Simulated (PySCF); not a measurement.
How methods differ on the excitation energy of Ga

Ga [Ar] 3d10 4s2 4p1 (2P) → Ga [Ar] 3d10 4s1 4p1 4d1 (high-spin determinant), as a difference of total energies. All numbers are calculated (PySCF 2.14, the spin-free X2C one-electron Hamiltonian (Gaussian nucleus), in aug-cc-pVTZ-DK (7s6p4d2f, 59 functions)). Correlated levels: valence: [Ar] 3d10 frozen. The calculations carry no spin-orbit coupling.

| method | excitation energy (cm⁻¹) |
| --- | --- |
| UHF | 71879 |
| LDA | 85834 |
| PBE | 82727 |
| PBE0 | 81409 |
| r2SCAN | 82201 |
| CAM-B3LYP | 86066 |
| B3LYP | 84428 |
| TPSS | 81518 |
| revPBE | 81282 |
| MP2 (valence) | 77838 |
| SCS-MP2 (valence) | 79771 |

The upper state lies above the first ionisation limit, but in LS coupling its spin forbids autoionisation to the ground ion.

The promoted electron is Rydberg-like, and one or two diffuse shells describe it only roughly, which tends to raise the upper state.

The determinant of the upper state mixes LS terms, which raises its energy above the lowest term, most at the Hartree-Fock and MP2 levels.
